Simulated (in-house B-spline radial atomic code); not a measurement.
Ionising Co⁺ with different functionals

Computed with a B-spline radial code for spherical atoms: non-relativistic Hamiltonian, point nucleus, spin-polarised at highest spin, spherical fractional occupations for the functionals, the average over the highest-spin determinants for Hartree-Fock. The ionisation energy is the difference of two self-consistent energies, [Ar] 3d8 → [Ar] 3d7, without Breit or QED terms; ε is the level of the shell that loses the electron (its least bound occupied spin orbital).

Hybrids are left out here: with spherical fractional occupations of an open shell their exact exchange keeps a self-interaction that integer-occupation calculations don't have.

```json
{"method": "Hartree-Fock", "rung": "Hartree-Fock", "ΔSCF (eV)": "14.43", "-ε(3d) (eV)": "17.99"}
{"method": "LDA VWN5", "rung": "LDA", "ΔSCF (eV)": "18.50", "-ε(3d) (eV)": "11.70"}
{"method": "LDA PW92", "rung": "LDA", "ΔSCF (eV)": "?", "-ε(3d) (eV)": "?"}
{"method": "LDA exchange-only", "rung": "LDA", "ΔSCF (eV)": "?", "-ε(3d) (eV)": "?"}
{"method": "PBE", "rung": "GGA", "ΔSCF (eV)": "18.10", "-ε(3d) (eV)": "11.32"}
{"method": "PBEsol", "rung": "GGA", "ΔSCF (eV)": "18.07", "-ε(3d) (eV)": "11.30"}
{"method": "BLYP", "rung": "GGA", "ΔSCF (eV)": "18.17", "-ε(3d) (eV)": "11.40"}
{"method": "RPBE", "rung": "GGA", "ΔSCF (eV)": "17.97", "-ε(3d) (eV)": "11.19"}
{"method": "PW91", "rung": "GGA", "ΔSCF (eV)": "18.20", "-ε(3d) (eV)": "11.41"}
{"method": "BP86", "rung": "GGA", "ΔSCF (eV)": "18.23", "-ε(3d) (eV)": "11.47"}
{"method": "AM05", "rung": "GGA", "ΔSCF (eV)": "18.08", "-ε(3d) (eV)": "11.29"}
{"method": "OLYP", "rung": "GGA", "ΔSCF (eV)": "17.89", "-ε(3d) (eV)": "11.07"}
{"method": "TPSS", "rung": "meta-GGA", "ΔSCF (eV)": "17.83", "-ε(3d) (eV)": "11.05"}
{"method": "SCAN", "rung": "meta-GGA", "ΔSCF (eV)": "17.60", "-ε(3d) (eV)": "10.93"}
{"method": "r2SCAN", "rung": "meta-GGA", "ΔSCF (eV)": "17.60", "-ε(3d) (eV)": "10.90"}
{"method": "M06-L", "rung": "meta-GGA", "ΔSCF (eV)": "17.16", "-ε(3d) (eV)": "10.47"}
{"method": "revTPSS", "rung": "meta-GGA", "ΔSCF (eV)": "17.70", "-ε(3d) (eV)": "10.95"}
```

(1) What does LDA PW92 give?

(2) What does LDA exchange-only give?

(3) How do they compare with the NIST value?

## Answers

(1) ΔSCF 18.50 eV, and -ε(3d) = 11.69 eV.

(2) ΔSCF 16.84 eV, and -ε(3d) = 10.22 eV.

(3) NIST lists 17.084 eV ± 0.0012 (measured, ground level to ground level). Errors run from -2.66 to +1.42 eV; M06-L is closest (+0.08 eV), but part of that can be cancellation, since the calculations leave out relativity, Breit-QED terms, multiplet and fine-structure energies. Hartree-Fock also lacks correlation.
